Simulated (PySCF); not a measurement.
Calculated NMR parameters of methyldimethoxychlorosilane

```yaml
Formula: C3H9ClO2Si
SMILES: CO[Si](C)(Cl)OC
Point_group_of_the_computed_structure: C1
Degrees_of_unsaturation: 0
Carbon_signals: 2
Proton_signals: 2
```

Atom-mapped SMILES (the numbers label the heavy atoms): `[CH3:1][O:2][Si:3]([CH3:4])([Cl:5])[O:6][CH3:7]` (H(Xn): hydrogen on atom n).

[PySCF 2.14: structure optimised with GFN2-xTB; PBE0/pcSseg-1 with gauge-including orbitals; relativity neglected; one computed conformer; in vacuum; averaged over atoms made equivalent by symmetry, fast rotation or ring inversion]

Shifts are taken against calculated references (same method and geometry level): TMS for 1H (31.72 ppm) and 13C (186.93 ppm) and 29Si (349.16 ppm); 17O (336.08 ppm) vs H2O.

| carbon | δC, type | δH (multiplicity) | HMBC from (2–3 bonds) | span of the C tensor (ppm) |
| --- | --- | --- | --- | --- |
| C1/C7 | 52.4, CH3 | 3.85 (s) | – | 77 |
| C4 | 0.6, CH3 | 0.15 (s) | – | 22 |

Other nuclei:
| atoms | nucleus | environment | δ (ppm) | σ (ppm) |
| --- | --- | --- | --- | --- |
| Si3 | 29Si | silicon bonded to C, Cl, 2 O | -27.8 | 377.0 |
| O2/O6 | 17O | oxygen bonded to C, Si | 44.8 | 291.2 |

- Carbon types of the structure: 3 × CH3, which accounts for all hydrogens.
- δC 52.4: methyl carbon bonded to O; pulled downfield by the heteroatom.
- δC 0.6: methyl carbon bonded to Si; an electropositive neighbour leaves it electron-rich and shielded.
- δH 3.85: hydrogen on a methyl carbon bonded to O; its carbon carries O, hence the downfield position.
- δH 0.15: hydrogen on a methyl carbon bonded to Si; an electropositive neighbour shields it, as in TMS itself.

Shifts are as computed. Against solution values, carbons near 30 ppm lie about +3 ppm off and those near 130 ppm about +5 ppm. Of 1211 compounds with measured shifts, 218 miss one by over three times the rms of a fit or turn the order of signals round; such compounds aren't used in these exercises. Experimental scales use liquid or dissolved standards, which lie at an offset from isolated H2O (liquid H2O: subtract about 36 ppm). Multiplicities follow the n + 1 count of equivalent neighbours, as no J values were calculated; m marks all less simple cases, F and P coupling included.
